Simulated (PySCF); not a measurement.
Working out the excitation energy of Sn

Sn [Kr] 4d10 5s2 5p2 (3P) → Sn [Kr] 4d10 5s2 5p1 5d1 (high-spin determinant). All numbers are calculated (PySCF 2.14, scalar relativity through the core potential, in aug-cc-pwCVDZ-PP with ECP28MDF (6s5p4d1f, 48 functions)). Frozen: 4s2 4p6 4d10. Energies in hartree (1 hartree = 27.21139 eV):

| part | Sn (lower) | Sn (upper) |
| --- | --- | --- |
| UHF | -213.335733 | -213.100453 |
| CCSD correlation | -0.051890 | -0.072409 |
| (T) | -0.000945 | -0.013436 |

Problem. What does Hartree-Fock give?

Solution. (-213.100453) − (-213.335733) = 0.235280 hartree = 6.402 eV.

Problem. What do CCSD and CCSD(T) give?

Solution. The CCSD correlation energies differ by -0.020519 hartree = -0.558 eV and the triples by -0.012491 hartree = -0.340 eV, so CCSD gives 5.844 eV and CCSD(T) 5.504 eV.

One determinant mixes LS terms, so it does not stand for a single term.

A double-zeta basis recovers only part of the correlation energy.

The coupled-cluster amplitudes are large, so a single reference is strained.
